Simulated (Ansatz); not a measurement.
Reaction (ligand exchange at the Si–F bond): `N[Si](N)(F)Cl` + HBr → `N[Si](N)(Cl)Br` + H–F

Isolated molecules relaxed with PBE0-D4/def2-TZVP in Ansatz; ΔE leaves out vibrations. CBS: MP2 limit from def2 TZ/QZ plus the TZ coupled-cluster correction, frozen cores. This one scheme is used for every species. Functionals use def2-TZVPP. B3LYP here is the variant with VWN-RPA as its local correlation; programs differ in this. HSE06 is defined as in plane-wave codes. For Br outer-core shells are correlated without core-valence functions, which leaves a few kJ/mol of doubt a bond. Scalar relativity is left out up to krypton. Each species was taken in one conformer, which may not be the lowest.

| level | ΔE (kJ/mol) | difference from CCSD(T)/CBS |
| --- | --- | --- |
| revPBE-D4 | 43.8 | -8.9 |
| PBE0-D4 | 48.4 | -4.3 |
| HSE06-D4 | 48.0 | -4.7 |
| B3LYP | 69.3 | 16.6 |
| r2SCAN0 | 59.8 | 7.1 |
| HSE06 | 53.0 | 0.3 |
| BHLYP | 72.3 | 19.6 |
| MP2/def2-SVP | 56.4 | 3.7 |
| CCSD/def2-SVP | 64.9 | 12.2 |
| HF/def2-QZVPP | 79.5 | 26.8 |
| CCSD(T)/CBS | 52.7 | 0 |

Largest T1 diagnostic among the species: 0.010.

At CCSD(T), def2-SVP lies +10.1 kJ/mol from the extrapolated value and def2-TZVPP +7.2 kJ/mol. In def2-TZVPP, CCSD(T) changes the Hartree–Fock value by −17.4 kJ/mol (the triples alone add −3.6 kJ/mol) and MP2 by −26.9 kJ/mol.
